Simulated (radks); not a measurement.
Values are calculated unless marked as measured or tabulated.
Problem. The mean radii <r> (bohr) of the occupied orbitals of an atom or ion are listed with their occupations. Code: a radial shooting solver on a logarithmic mesh with Libxc functionals. Model: scalar-relativistic Kohn-Sham, PBEsol, spin-unpolarised, spherical densities, point nucleus.

orbital  occ.      <r>
1s          2  0.02361
2s          2  0.09915
2p          6  0.08685

Name the element and its charge.

Solution. Z = 60, neodymium, charge +50: Nd50+ in [Ne]. The 1s radius gives Z: for a bare nucleus <r> = (2 gamma + 1)/(2Z) with gamma = sqrt(1 - (Z/c)^2), 0.02332 bohr for Z = 60, and screening makes it slightly larger (0.02361 here). The occupations add up to 10, and the charge is Z minus that.
